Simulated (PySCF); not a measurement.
## Worked example: chemical shift, span and skew from a shielding tensor

C4H2ClFSi, SMILES C#C[Si](F)(Cl)C#C. Atoms are numbered in the order given.

```xyz
9

C      0.5294     1.5158    -2.5007
C      0.2051     0.9065    -1.5031
Si    -0.2687     0.0026     0.0000
F     -1.8699    -0.2076     0.0000
Cl     0.5966    -1.8440     0.0000
C      0.2051     0.9065     1.5031
C      0.5294     1.5158     2.5007
H      0.8167     2.0561    -3.3880
H      0.8167     2.0561     3.3880
```
Charge 0, spin multiplicity 1.

Geometry: ωB97X-D3(BJ)/def2-SVP. This is a generated structure with no PubChem entry under its InChIKey; it may be hypothetical.

GIAO shieldings from PBE0/pcSseg-1 run with PySCF, non-relativistic, no solvent. The symmetric part of the tensor of Si3 has the principal values 376.8, 404.4, 422.4 ppm. The same nucleus in TMS has σ = 352.7 ppm at this level (PySCF, at its B3LYP-D3(BJ)/def2-TZVP geometry). Without spin–orbit terms, shifts of atoms bonded to Cl or Br come out too high.

Problem. Work out the isotropic shielding, the ²⁹Si shift against TMS, the span and the skew.

Solution. 
σ(iso) = (σ11 + σ22 + σ33)/3 = 401.2 ppm. δ = σ(ref) − σ(iso) = 352.7 − (401.2) = -48.5 ppm.
Span Ω = σ33 − σ11 = 45.6 ppm. Skew κ = 3(σ(iso) − σ22)/Ω = -0.21. Tumbling in solution averages the tensor to δ; in a static solid the shielding alone would spread this spin-1/2 line over Ω.
